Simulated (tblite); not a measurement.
Compound: C2H8O3Si.
Atom-mapped SMILES: `[CH3:1][O:2][CH2:3][SiH:4]([OH:5])[OH:6]` (hydrogens: H7, H8, H9 on C1; H10, H11 on C3; H12 on Si4; H13 on O5; H14 on O6)

Cartesian coordinates in Å at the GFN2-xTB level; atoms count from 1:
```
atom  x, y, z in Å
C1    -2.3362   -0.0601   -0.3711
O2    -0.9662   -0.3090   -0.2056
C3    -0.2401    0.8341    0.2234
Si4    1.5562    0.2540    0.4485
O5     2.0547   -0.5949   -0.8474
O6     2.4694    1.5894    0.5452
H7    -2.5096    0.7154   -1.1287
H8    -2.7923   -0.9937   -0.6967
H9    -2.7976    0.2636    0.5707
H10   -0.6695    1.2187    1.1561
H11   -0.3328    1.6349   -0.5223
H12    1.6943   -0.5664    1.6509
H13    1.4627   -1.2424   -1.2207
H14    3.4063    1.5358    0.3754
```

Calculated harmonic vibrations of the isolated species, GFN2-xTB (tblite), most abundant isotopes, no scaling. Errors from tens to a few hundred cm⁻¹ against measured bands are possible. Modes of hydrogen on silicon can be 10 to 20 % off. One conformer, not necessarily the lowest.

Harmonic wavenumbers (cm⁻¹): 49.6, 90.1, 104.3, 190.2, 226.4, 246.5, 277.4, 308.7, 347.4, 379.5, 686.4, 704.2, 750.8, 804.0, 815.0, 832.6, 903.7, 945.2, 977.2, 1101.2, 1135.4, 1158.7, 1200.3, 1307.4, 1407.8, 1470.4, 1491.1, 1498.0, 2257.9, 2869.2, 2887.7, 2907.2, 2915.0, 3018.1, 3667.5, 3682.8.

A = 6171, B = 1504, C = 1294 MHz; mass 108.024 u (most abundant isotopes); point group C1, symmetry number 1.

What is the zero-point energy?

½Σν̃ = 22807 cm⁻¹ = 65.21 kcal/mol.

Give the ideal-gas entropy at 200 K and 1 bar in the rigid-rotor, harmonic-oscillator model (classical rotation).

Translation 37.99, rotation 26.49, vibration 16.58: S = 81.1 cal/(mol K).

And Cp and H(200 K) − H(0)?

Cp = 25.69 cal/(mol K), of which vibrations give 17.74 (their classical limit is 36 R = 71.5); H(200 K) − H(0) = 3.42 kcal/mol without the zero-point energy, 1.83 from vibrations.

Blend soft modes into free rotors: weight 1/[1 + (100 cm⁻¹/ν̃)⁴] for the oscillator and the rest for a rotor with moment μB/(μ + B), μ = h/(8π²ν), B = 10⁻⁴⁴ kg m². What vibrational entropy results?

15.53 cal/(mol K) in place of 16.58, which changes −T·S at 200 K by +0.21 kcal/mol.

How do the functions run with temperature in this model?

```tsv
T (K)	S (cal/(mol K))	Cp (cal/(mol K))	H − H(0) (kcal/mol)	G − H(0) (kcal/mol)	ln q(vib)
150	74.2	22.0	2.23	-8.90	2.57
250	87.2	29.3	4.80	-17.00	4.87
298.15	92.6	32.8	6.30	-21.33	5.95
400	103.3	39.5	9.99	-31.31	8.17
600	121.3	49.4	18.95	-53.82	12.30
900	143.3	58.8	35.31	-93.64	17.89
```

q(vib) and H(0) count from the zero-point level.

What must be added to the electronic energy to get the Gibbs energy at 200 K and 1 bar?

ZPE + [H(200 K) − H(0)] − T·S = 65.21 + 3.42 − 16.21 = 52.42 kcal/mol.

Hindered rotation and anharmonicity are outside this model. Other conformers, if any are populated, would add a mixing term that is left out. The structure is chiral; the term R ln 2 for an equal mix with its mirror image is left out.

Run on Arm Neoverse V1, one thread, on a shared host. This covers the Hessian and the dipole derivatives.
